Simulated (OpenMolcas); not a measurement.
Mn4+ with its 6 nearest fluoride ions, on the Ge site of Cs2GeF6 (a = 9.021 Å, distance in the model lattice 1.804 Å). The rest of the host is ab initio model potentials to 7.6 Å and point charges beyond; the distance is set by hand and nothing relaxes. Ligand basis ANO-RCC-VDZP.

```
Program             : OpenMolcas 26.06
Method              : SS-CASPT2, IPEA 0.25 Eh, imaginary shift 0.1 Eh (closed shells correlated: 3s 3p and the ligand valence shells)
Basis               : ANO-RCC-VTZP [6s5p3d2f1g]
Scalar Hamiltonian  : DKH2, point nucleus
Active space        : 3 electrons in 5 orbitals (3d)
State averaging     : 2S+1 = 4 even, 10 roots; 2S+1 = 2 even, 40 roots
Spin-orbit coupling : state interaction with AMFI integrals over the reference wave functions
```

All ligands move together. At R = 1.804 Å the first state of the same spin is 26820 cm-1, and at R = 1.84 Å it is 25670 cm-1.

**Question.** A third run gives 26060 cm-1. What distance was it run at?

**Answer.** With a power law R^-n the two known points give n = -ln(25670 / 26820) / ln(1.84 / 1.804) = 2.22. Then R = 1.804 × (26820 / 26060)^(1/2.22) = 1.828 Å. The run was at 1.827 Å, so the estimate is off by +0.001 Å.

Roots that are degenerate in the reference are averaged as groups; the widest CASPT2 spread within a group is 1200 cm-1 (the 3-fold group of multiplicity 2 near 65400 cm-1 above the lowest state of its run, R = 1.804). Shifts and gaps below about the spread of the groups concerned are not significant. Over all roots computed the reference weight is 0.68 to 0.70 in R = 1.804, 0.68 to 0.70 in R = 1.827, 0.68 to 0.70 in R = 1.84; a low but even weight reflects the number of correlated electrons. The least metal-like active orbital is 80 % on the metal (Löwdin) and no ligand orbital is active, so the numbers are rough. Ligand-to-metal charge-transfer states are missing. With no ligand orbital active B as a rule stays too high, so bands that hang on it stand too high and its fall with covalency is understated. With one d shell and no ligand orbital active, 10Dq can be off by a tenth or more. No measured value stands beside these numbers; the geometry was set by hand and not optimised.
